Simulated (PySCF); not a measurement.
Zn(H)(Me) (CH4Zn), SMILES [CH3][ZnH]. Coordinates come from a PBE0-D3(BJ)/def2-TZVP optimisation.

The numbers are results of PBE0-D3(BJ)/def2-TZVP (PySCF 2.14.0), not measurements.

Harmonic wavenumbers (cm⁻¹): 431, 431, 560, 698, 698, 1200, 1446, 1446, 1893, 3043, 3127, 3127. Rotational constants (GHz): 160.6, 9.103, 9.103; symmetry number 3.

Question: Work out the zero-point energy and the ideal-gas rigid-rotor harmonic-oscillator thermochemistry at 298.15 K and 1 atm.

Answer: ZPE = ½ Σ hcν = ½ × 18101 cm⁻¹ = 108.27 kJ/mol. H − E(el) = 120.81 kJ/mol. Entropy in J/(mol K): translation 163.62, rotation 77.55, vibration 12.23, total 253.40. G − E(el) = 45.26 kJ/mol. Cp = 58.32 J/(mol K).
